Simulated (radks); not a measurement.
Q: The mean radii <r> (bohr) of the occupied orbitals of an atom or ion are listed with their occupations. All-electron calculation, scalar-relativistic Kohn-Sham, BLYP, spin-unpolarised, spherical densities, point nucleus. Program: a radial shooting solver on a logarithmic mesh with Libxc functionals.

orbital  occ.      <r>
1s          2  0.02957
2s          2   0.1209

Name the element and its charge.

A: Z = 49, indium, charge +45: In45+ in [He] 2s2. The 1s radius gives Z: for a bare nucleus <r> = (2 gamma + 1)/(2Z) with gamma = sqrt(1 - (Z/c)^2), 0.02926 bohr for Z = 49, and screening makes it slightly larger (0.02957 here). The occupations add up to 4, and the charge is Z minus that.
